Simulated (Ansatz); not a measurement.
This geometry of CH₅OSb (8 atoms, charge 0, multiplicity 1) is a first-order saddle point.

Theory: Ansatz 0.2.0, RKS B3LYP/def2-SVP.

```xyz
8
Properties=species:S:1:pos:R:3
C -0.386 1.091 0.032
O -0.921 -0.208 0.047
Sb 0.145 -1.765 -0.669
H -0.133 1.454 -0.987
H 0.528 1.191 0.654
H -1.146 1.779 0.442
H 1.708 -1.041 -0.440
H 0.298 -2.558 0.866
```

Problem. Which two structures does it join? (They come from a converged band through this point; their orientation in space is the band's.)

Solution. No bond is made or broken. The dihedral C1–O2–Sb3–H8 goes from 176 to 45°.

Image 0:

```xyz
8
Properties=species:S:1:pos:R:3
C -0.464 1.159 -0.159
O -0.519 -0.110 0.441
Sb 0.426 -1.652 -0.459
H -0.745 1.158 -1.233
H 0.536 1.634 -0.078
H -1.181 1.816 0.365
H 2.001 -1.359 0.219
H 0.039 -2.705 0.849
```

Image 6:

```xyz
8
Properties=species:S:1:pos:R:3
C -0.356 0.979 0.267
O -1.008 -0.066 -0.411
Sb -0.056 -1.794 -0.776
H 0.545 1.343 -0.269
H -0.040 0.695 1.292
H -1.061 1.826 0.354
H 1.431 -1.075 -1.324
H 0.638 -1.966 0.811
```

Problem. How far does it lie above each of them?

Solution. 0.022 eV above the first and 0.111 eV above the second. This is the barrier of this one path; another mechanism may lie lower.

Run time: 70 s on 1 thread of Intel(R) Xeon(R) 6975P-C (Granite Rapids) (shared host), peak memory 0.18 GiB.
